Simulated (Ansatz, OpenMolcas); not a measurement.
The same job for OpenMolcas

Ansatz 0.2.0 runs this on CHBrF2 (SMILES FC(F)Br):

in.yaml:
```yaml
crystal:
  periodic: [false, false, false]
  atoms:
    - {symbol: F, position_ang: [-0.108716, -0.237314, 1.663856]}
    - {symbol: C, position_ang: [-0.141296, 0.405766, 0.497696]}
    - {symbol: F, position_ang: [0.707870, -0.753840, -0.890480]}
    - {symbol: Br, position_ang: [-1.978426, 0.776286, 0.006046]}
    - {symbol: H, position_ang: [0.388344, 1.355236, 0.573786]}
basis:
  gaussian:
    orbitals: aug-cc-pVDZ
hamiltonian:
  xc: {name: BLYP}
accuracy: high
output:
  orbitals: {seedname: orbitals}
```

```bash
$ ansatz run in.yaml --threads 1 --pin off --max-ram 3480MiB --events-out events.jsonl --progress --plain --runs-dir runs
```

The C2–F3 distance was set to 1.998 Å, away from the relaxed value.

It gives a total energy of -2812.470429 Eh.

**Question.** Translate the job to OpenMolcas 26.06 as an input file of the program's own.

**Answer.** One way, which was run:

calc.input:
```
* CHBrF2 Kohn-Sham DFT
&GATEWAY
BasLib=$CurrDir
Coord
5
bohr
F     -0.20544347    -0.44845847     3.14423215
C     -0.26701074     0.76678661     0.94050913
F      1.33768043    -1.42455114    -1.68276332
Br    -3.73868330     1.46696793     0.01142528
H      0.73386380     2.56102487     1.08429839
Basis=aug-cc-pVDZ
Group=NoSym
&SEWARD
GridInput
Grid=UltraFine
End of Grid
&SCF
KSDFT=BLYP
Thresholds=1e-10 1e-07 1e-07 1e-05
PrOrbitals=1 2
```

```bash
$ export MOLCAS_MEM=1860
$ pymolcas calc.input > calc.log
```

(Basis files named in the input come from the Basis Set Exchange and aren't shown.)

Its energy is -2812.470430 Eh, the same as the first but for the last digit, at most.
